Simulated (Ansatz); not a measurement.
HOSi, SMILES O=[SiH], multiplicity 2.

Geometry: PBE-D3(BJ)/def2-TZVPD. The isomer is the one that the SMILES or the coordinates give; other isomers of the formula were not compared.

Two levels are set side by side: PBE/def2-TZVPD (Ansatz, an electronic-structure program) and PBE0/def2-TZVPD (Ansatz). Energy differences of separate SCF runs at the same geometry; the states with an electron removed or added have multiplicity 1 and 1. Differences are taken from unrounded values.

```tsv
quantity	PBE
vertical ionisation energy (eV)	9.74
vertical electron affinity (eV)	1.64
```

These are the PBE values. What does PBE0 give? (Estimate from the structure and the level; the computed values follow.)


| quantity | PBE0 | PBE minus PBE0 |
|---|---|---|
| vertical ionisation energy (eV) | 9.99 | -0.25 |
| vertical electron affinity (eV) | 1.71 | -0.07 |
